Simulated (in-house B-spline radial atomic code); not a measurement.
P³⁺ is squeezed into an impenetrable sphere of radius R (the orbitals vanish at R). Method: non-relativistic PBE, spin-polarised, spherical fractional occupations, point nucleus. Calculated with a radial B-spline atomic code at the basis-set limit.

Energies in eV above the free ion in [Ne] 3s2:

```
R (bohr)  highest level (eV)   [Ne] 3s2  [Ne] 3s1 3d1  [He] 2s2 2p5 3s2 3d1  -dE/dV in [Ne] 3s2 (GPa)
    8.67               -45.5          0         22.18                 150.7                  1.07e-06
    6.91               -45.5  7.873e-05         22.19                 150.7                  0.000445
    5.06               -45.5    0.02166         22.41                 150.8                     0.211
    4.51               -45.4      0.103         22.79                 151.1                      1.21
    3.53               -44.3      1.375         25.48                 153.5                      23.9
    2.87               -40.5      6.855         32.87                 161.5                       170
    2.65               -37.5      11.51         38.18                 167.9                       331
    2.22               -25.7      31.56         58.41                 194.6                      1300
     1.9               -5.31      68.15         91.57                 241.4                      4000
    1.37                 101      279.9         265.7                 496.5                     37800
```

**Question.** Does [Ne] 3s1 3d1 fall below [Ne] 3s2 under compression?

**Answer.** Yes, between R = 1.9 and 1.37 bohr the order changes (near 1.57 bohr by linear interpolation).

**Question.** Does [He] 2s2 2p5 3s2 3d1 fall below [Ne] 3s2 under compression?

**Answer.** No, it stays above over the whole range.

The highest level is first positive in the row R = 1.37 bohr, pushed up by confinement above the zero of the free ion's potential. Each configuration is held fixed and needn't be the lowest in the sphere.
